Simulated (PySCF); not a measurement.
Ge(Me)4 (C₄H₁₂Ge), SMILES [CH3][Ge]([CH3])([CH3])[CH3].

Geometry: B3LYP-D3(BJ)/def2-SVP. The isomer is the one that the SMILES or the coordinates give; other isomers of the formula were not compared.

Level of theory: TDA-M06-2X/def2-SVPD (PySCF).

Vertical excitations; the highest root listed may be one member of a degenerate set. Gas-phase values at a fixed geometry. State labels are in the subgroup D2.

Give excitation energies, oscillator strengths and character. (The exact figures need the calculation; the answer reports its results.)


```json
[
 {"state": "S1", "symmetry": "B2", "energy (eV)": "7.59", "λ (nm)": "163", "f": "0.082", "main pairs": "HOMO−1→LUMO (degenerate set)"},
 {"state": "S2", "symmetry": "B3", "energy (eV)": "7.59", "λ (nm)": "163", "f": "0.082", "main pairs": "HOMO→LUMO (degenerate set)"},
 {"state": "S3", "symmetry": "B1", "energy (eV)": "7.59", "λ (nm)": "163", "f": "0.082", "main pairs": "HOMO−2→LUMO (degenerate set)"},
 {"state": "S4", "symmetry": "A", "energy (eV)": "8.60", "λ (nm)": "144", "f": "0.000", "main pairs": "HOMO−1→LUMO+2 31 %, HOMO→LUMO+3 31 %, HOMO−2→LUMO+1 31 %"},
 {"state": "S5", "symmetry": "B1", "energy (eV)": "8.71", "λ (nm)": "142", "f": "0.000", "main pairs": "HOMO−1→LUMO+3, HOMO→LUMO+2 (degenerate set)"},
 {"state": "S6", "symmetry": "B3", "energy (eV)": "8.71", "λ (nm)": "142", "f": "0.000", "main pairs": "HOMO−1→LUMO+1, HOMO−2→LUMO+2 (degenerate set)"},
 {"state": "T1", "symmetry": "B2", "energy (eV)": "7.46", "λ (nm)": "166", "f": "0", "main pairs": "HOMO−1→LUMO (degenerate set)"},
 {"state": "T2", "symmetry": "B3", "energy (eV)": "7.46", "λ (nm)": "166", "f": "0", "main pairs": "HOMO→LUMO (degenerate set)"}
]
```
Triplets are in the Tamm–Dancoff approximation.
